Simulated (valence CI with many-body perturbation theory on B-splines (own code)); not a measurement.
**Zn14+: magnetic and hyperfine properties of the levels**

Calculated by valence CI with perturbative core correlation (CI+MBPT): six valence electrons over a frozen Dirac-Fock core [Ne], a basis of 9 s, 9 p, 8 d, 6 f, 3 g, 1 h functions for each j, with the one-electron correlation potential Σ1, the two-electron term Σ2, the three-electron term Σ3, Breit, model QED; selected CI, second order for the rest, scaled by the run's own slope (own B-spline code, finite nucleus).

No measured levels were compared; by estimate levels of excited configurations hold to 0.05 to 0.15 % of their energy, terms of the ground configuration to about 0.5 %. Among the levels kept, up to 1400 cm⁻¹ of a level comes from second order outside the variational space, and about a tenth of that is noise between levels of different J, which matters for small intervals.

A/g_I is the dipole constant over the nuclear g factor μ/I (μ in nuclear magnetons, uniformly magnetised nucleus), B/Q the quadrupole constant per barn. Both hold the static response of the core; the bare values leave it out. Large factors of s and p1/2 electrons are usually good to 5 to 10 %; those of open d and f shells near neutrality can be off by tens of per cent, and small factors of p3/2, d and f electrons come from cancelling terms and can be off by a factor of two or in sign, in half-filled shells by more. B is blank for J = 1/2, where it vanishes, and for nearly pure S terms. Energies count from the lowest level. Levels with J = 0 are left out.

Names give the largest LS component (configuration and term), which can be under half, so a name can repeat, a term be missing and a line seem to break the LS rules; names also repeat where a configuration has a term twice. Letters in brackets count levels of one name in rising energy.

| Level | E (cm⁻¹) | g | A/g_I (MHz) | A/g_I bare | B/Q (MHz/b) | B/Q bare |
| --- | --- | --- | --- | --- | --- | --- |
| 3s2 3p4 3P_2 | 0 | 1.455 | 7360 | 7320 | 10100 | 9700 |
| 3s2 3p4 3P_1 | 28953 | 1.500 | -363 | -29.7 | -6630 | -6380 |
| 3s2 3p4 1D_2 | 58906 | 1.043 | 15300 | 14700 | -23400 | -22500 |
| 3s 3p5 3P°_2 | 379480 | 1.500 | 32300 | 31000 | -12100 | -11600 |
| 3s 3p5 3P°_1 | 398790 | 1.482 | 24700 | 24000 | 5740 | 5520 |
| 3s 3p5 1P°_1 | 483860 | 1.015 | 26200 | 25000 | -9780 | -9420 |
| 3s2 3p3 3d 5D°_2 | 509590 | 1.462 | 2180 | 2560 | -418 | -452 |
| 3s2 3p3 3d 5D°_1 | 509640 | 1.489 | 1390 | 1840 | -983 | -1040 |
| 3s2 3p3 3d 5D°_3 | 509950 | 1.468 | 2060 | 2410 | 1060 | 1090 |
| 3s2 3p3 3d 5D°_4 | 513070 | 1.483 | 1080 | 1420 | 1860 | 2050 |
| 3s2 3p3 3d 3D°_2 [a] | 536850 | 1.020 | 3380 | 3420 | -502 | -385 |
| 3s2 3p3 3d 3D°_3 [a] | 547240 | 1.301 | 668 | 965 | 6410 | 6270 |
| 3s2 3p3 3d 3D°_1 [a] | 550510 | 0.519 | 11800 | 11300 | 290 | 309 |
| 3s2 3p3 3d 3F°_2 [a] | 555400 | 0.854 | 11500 | 11100 | -13700 | -13200 |
| 3s2 3p3 3d 3F°_3 [a] | 560870 | 1.119 | 9490 | 9320 | -13500 | -13000 |
| 3s2 3p3 3d 3F°_4 [a] | 569780 | 1.231 | 7520 | 7460 | -14600 | -14000 |
| 3s2 3p3 3d 3G°_3 | 585450 | 0.805 | 5180 | 5080 | 8070 | 8020 |
| 3s2 3p3 3d 3G°_4 | 590570 | 1.101 | 4050 | 4080 | 12300 | 12100 |
| 3s2 3p3 3d 3G°_5 | 596820 | 1.199 | 7430 | 7340 | 2510 | 2680 |
| 3s2 3p3 3d 1G°_4 | 601260 | 1.027 | 8310 | 8130 | 3120 | 3250 |
| 3s2 3p3 3d 1D°_2 | 613840 | 1.000 | 7800 | 7720 | 10100 | 9840 |
| 3s2 3p3 3d 3D°_1 [b] | 623370 | 0.519 | 2770 | 2700 | -3510 | -3340 |
| 3s2 3p3 3d 3P°_1 [a] | 633190 | 1.485 | -396 | 207 | -1180 | -1160 |
| 3s2 3p3 3d 3D°_2 [b] | 639080 | 1.044 | 1540 | 1710 | 8390 | 8210 |
| 3s2 3p3 3d 3F°_3 [b] | 639760 | 1.067 | 7010 | 6940 | 8870 | 8720 |
| 3s2 3p3 3d 3F°_2 [b] | 643870 | 0.887 | 7540 | 7400 | 2350 | 2330 |
| 3s2 3p3 3d 3F°_4 [b] | 647670 | 1.203 | 4550 | 4610 | 7890 | 7810 |
| 3s2 3p3 3d 3P°_2 [a] | 655050 | 1.400 | 613 | 989 | 10400 | 10100 |
| 3s2 3p3 3d 3D°_3 [b] | 656690 | 1.272 | 5720 | 5780 | -6530 | -6170 |
| 3s2 3p3 3d 3P°_1 [b] | 689550 | 1.467 | 6370 | 6310 | -1480 | -1420 |
| 3s2 3p3 3d 3P°_2 [b] | 690050 | 1.484 | 9240 | 9230 | -4030 | -3980 |
| 3s2 3p3 3d 1F°_3 | 694250 | 1.067 | 4950 | 4940 | 21000 | 20400 |
| 3s2 3p3 3d 3S°_1 | 695400 | 1.622 | 149 | 679 | -2050 | -1990 |
| 3s2 3p3 3d 3P°_1 [c] | 711720 | 1.375 | 20500 | 19900 | 1230 | 1170 |

(1) Take the isotope of mass number 67, with I = 5/2, μ = 0.87485 μN and Q = 0.122 b. What is the hyperfine structure of 3s2 3p4 3P_2?

## Answers

(1) From the table A = 2580 MHz, B = 1230 MHz. Shifts from the centre of gravity in MHz: F = 1/2: -17200, F = 3/2: -13900, F = 5/2: -8050, F = 7/2: 767, F = 9/2: 13200.
